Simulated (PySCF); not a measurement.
System (SMILES): NB (BH2-NH2).
Geometry (B3LYP-D3(BJ)/def2-TZVP, fixed):
```
B
N 1 1.3876
H 2 1.0069 1 123.31
H 2 1.0069 3 113.37 1 180.00
H 1 1.1928 2 119.04 3 0.00
H 1 1.1928 5 121.92 2 180.00
```
Charge 0, spin multiplicity 1.

How fast the lowest singlet excitation energy converges with the basis for several methods (PySCF): deviation from each method's own reference, in eV. References: CAM-B3LYP 7.242 eV, the value in d-aug-cc-pVTZ; PBE 6.754 eV, the value in d-aug-cc-pVTZ; PBE0 7.195 eV, the value in d-aug-cc-pVTZ. All functions are spherical. Density fitting with generated auxiliary sets. No added dispersion term, no relativity. Tamm-Dancoff approximation, the state taken by its order.

| basis | functions | CAM-B3LYP | PBE | PBE0 |
|---|---|---|---|---|
| aug-cc-pVDZ | 82 | 0.003 | ? | 0.011 |
| aug-pcseg-1 | 82 | 0.023 | ? | 0.043 |
| 6-311++G(2d,2p) | 94 | 0.024 | ? | 0.022 |
| d-aug-cc-pVDZ | 116 | -0.017 | ? | -0.006 |
| aug-cc-pVTZ | 184 | 0.008 | ? | 0.008 |
| aug-pcseg-2 | 184 | 0.000 | ? | 0.002 |
| d-aug-cc-pVTZ | 252 | 0.000 | ? | 0.000 |

Question: Fill in the missing entries.

Answer: 
- aug-cc-pVDZ, PBE: 0.025
- aug-pcseg-1, PBE: 0.036
- 6-311++G(2d,2p), PBE: 0.094
- d-aug-cc-pVDZ, PBE: -0.024
- aug-cc-pVTZ, PBE: 0.029
- aug-pcseg-2, PBE: 0.028
- d-aug-cc-pVTZ, PBE: 0.000

Mean absolute deviation over 6-311++G(2d,2p), aug-cc-pVTZ, aug-pcseg-2: PBE0 0.010, CAM-B3LYP 0.011, PBE 0.050 eV.
